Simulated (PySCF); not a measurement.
**Electron correlation in Te (tellurium, neutral)**

[Kr] 4d10 5s2 5p4, high-spin 3P determinant. All numbers are calculated (PySCF 2.14, the spin-free X2C one-electron Hamiltonian (Gaussian nucleus), in x2c-TZVPPall with one added diffuse shell each of s, p, d, f type (9s7p5d3f, 76 functions)). Frozen: [Kr] 4d10; 6 electrons correlated.

| level | correlation energy (mhartree) |
| --- | --- |
| CCSD | -98.83 |
| (T) | -3.11 |
| CCSD(T) | -101.94 |

Diagnostics: T1 = 0.0086, D1 = 0.0253, largest double amplitude 0.044.

Problem. Is a single reference adequate?

Solution. Yes, within this model without spin-orbit coupling: T1 lies below 0.03 and no double amplitude reaches 0.07.
